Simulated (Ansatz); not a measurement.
The cluster Sr6S6⁻, relaxed as a doublet with UKS PBE-D4/def2-SVP in Ansatz, starting from the GFN2-xTB geometry. Force threshold 0.03 eV/Å.

In the def2 sets Sr takes a core potential; there is no spin–orbit coupling. The structure comes from a short search, and lower isomers may exist.

Start:

| atom | x (Å) | y (Å) | z (Å) |
| --- | --- | --- | --- |
| Sr1 | 0.951 | -0.033 | -4.202 |
| Sr2 | -3.216 | 1.430 | -2.328 |
| Sr3 | 3.830 | -1.374 | -1.918 |
| Sr4 | -3.967 | 1.437 | 1.572 |
| Sr5 | 2.970 | -1.405 | 2.617 |
| Sr6 | -0.589 | -0.085 | 4.222 |
| S7 | -3.039 | 0.974 | 4.044 |
| S8 | 4.642 | -1.869 | 0.588 |
| S9 | -5.274 | 2.063 | -0.702 |
| S10 | 3.434 | -1.027 | -4.566 |
| S11 | 1.762 | -1.127 | 5.002 |
| S12 | -1.501 | 1.015 | -4.330 |

**Question.** Estimate the energy that the relaxation releases and the steps that it takes.

**Answer.** 54.9 kcal/mol, in 27 steps; 11 min on 4 threads of Intel Xeon on a shared host. No frequencies were taken in this run, so the end may be a saddle point.

**Question.** Does the start keep its bonding and symmetry?

**Answer.** Bonds formed: Sr1–S8, Sr2–Sr5, Sr6–S9 (atoms count from 1). Metal–metal contacts that move far: Sr2–Sr4 3.97 to 5.51 Å, Sr4–Sr6 4.56 to 3.81 Å.

**Question.** Predict the relaxed structure.

**Answer.** 
```xyz
12

Sr    2.055   -0.409   -3.404
Sr   -1.817    0.287   -1.139
Sr    5.480   -1.900   -2.636
Sr   -5.438    2.003    2.643
Sr    1.464   -1.179    1.073
Sr   -1.957    0.656    3.424
S    -4.232    1.516    4.919
S     3.433   -1.277   -0.955
S    -3.423    1.298    0.956
S     4.379   -1.140   -4.891
S     0.587   -0.410    3.504
S    -0.530    0.554   -3.494
```
Bond lengths (bridged metal pairs left out): 14 × S–Sr 2.62 to 2.94 Å; 1 × Sr–Sr 4.22 Å.
